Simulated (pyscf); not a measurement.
This saddle point was located with ωB97X-D3(BJ)/def2-SVPD in PySCF.

```
C
H 1 1.1122
H 1 1.1123 2 105.74
N 1 1.4848 2 111.64 3 123.48
H 4 1.0240 1 109.32 2 -129.47
C 1 1.5439 2 112.29 3 -124.17
H 6 1.1093 1 113.55 2 127.33
H 6 1.1098 7 108.60 1 129.34
H 4 1.3670 5 113.88 1 81.83
```
Charge -1, spin multiplicity 1.

Surface: singlet, charge -1. Lowest wavenumbers (cm⁻¹): 1813i, 84, 405, 711, 798.

Q: Which two sides does it connect, and which bonds change?

A: `[CH3][CH2][NH-]` ⇌ `[CH2-][CH2][NH2]`, a hydrogen shift read from left to right: C–H broken and H–N formed. At CCSD(T)/def2-TZVPPD + ΔMP2(QZVPPD) it lies +1.56 eV from the left side and +1.12 eV from the right (each side as separated species at their lowest minima found). This is the saddle that the search found; another between the same sides may lie lower. The CCSD(T) − MP2 part came from Ansatz, without density fitting, on the same reference.
